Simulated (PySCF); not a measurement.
# Frontier orbitals and the lowest excitations

Species: Sn(CN)4, C4N4Sn.
Cartesian coordinates in Å at the PBE0-D3(BJ)/def2-SVP level; atoms count from 1:
```xyz
9
C4N4Sn angstrom
Sn     0.006   -0.006    0.000
C      0.006   -0.013    2.084
N      0.014   -0.018    3.243
C      1.973   -0.012   -0.686
N      3.069   -0.012   -1.064
C     -0.959    1.701   -0.705
N     -1.490    2.651   -1.102
C     -0.973   -1.707   -0.702
N     -1.513   -2.654   -1.094
```

The calculation used TDDFT wB97X-D/def2-SVPD, vertical, gas phase, core orbitals frozen in the response, def2 core potentials past Kr (PySCF 2.14.0, density-fitted response routines). Spin–orbit coupling is left out.

Kohn–Sham orbitals with the atoms that hold most of them (Löwdin shares over 4%, at most four atoms):

```tsv
orbital	ε (eV)	atoms
LUMO+2	-1.02	Sn1 28%, C4 13%, C8 12%, C2 10%
LUMO+1	-1.02	Sn1 28%, C6 13%, C4 13%, N7 10%
LUMO	-1.03	Sn1 28%, C2 13%, C8 12%, C6 12%
HOMO	-13.21	N5 20%, N9 14%, N3 12%, N7 11%
HOMO-1	-13.21	N3 17%, N9 16%, N5 14%, C4 12%
HOMO-2	-13.21	N7 18%, N5 15%, C4 13%, N3 12%
HOMO-3	-13.25	N5 18%, N3 18%, N9 17%, C4 16%
```

Within 0.005 eV of a neighbour in this list lie HOMO-2/HOMO-1/HOMO and LUMO/LUMO+1.

Question: The HOMO–LUMO gap is 12.18 eV. Where does the response calculation put the lowest singlet, and from which orbitals?

Answer: S1 is at 6.88 eV (f = 0.0000), 5.30 eV below the gap, made of HOMO-4→LUMO/LUMO+1/LUMO+2 (≥22%), HOMO-5→LUMO/LUMO+1/LUMO+2 (≥21%), HOMO-3→LUMO/LUMO+1/LUMO+2 (≥21%). Without the coupling terms of the response equations the lowest excitation would equal the gap.

Next come S2 at 6.94 eV (f 0.0000), HOMO-2/HOMO-1/HOMO→LUMO/LUMO+1/LUMO+2 (≥24%); S3 at 6.94 eV (f 0.0000), HOMO-2/HOMO-1/HOMO→LUMO/LUMO+1/LUMO+2 (≥23%); S4 at 6.94 eV (f 0.0000), HOMO-2/HOMO-1/HOMO→LUMO/LUMO+1/LUMO+2 (≥27%), HOMO-5→LUMO/LUMO+1/LUMO+2 (≥10%); S5 at 7.18 eV (f 0.0000), HOMO-5→LUMO/LUMO+1/LUMO+2 (≥14%), HOMO-3→LUMO/LUMO+1/LUMO+2 (≥11%), HOMO-2/HOMO-1/HOMO→LUMO/LUMO+1/LUMO+2 (≥9%).

Orbitals of the list HOMO-3 to LUMO+2 that lie within 0.01 eV of each other are written together with a slash and their weights summed (≥ marks a lower bound); for degenerate orbitals outside that list single weights are arbitrary.

Löwdin shares depend on the basis, the more so with diffuse functions.

Hardware: Intel Xeon Platinum 8259CL at 2.50 GHz, one thread, shared host. Cost: 3.0 min wall (grids of density and orbitals included), 1.1 GiB resident at most.
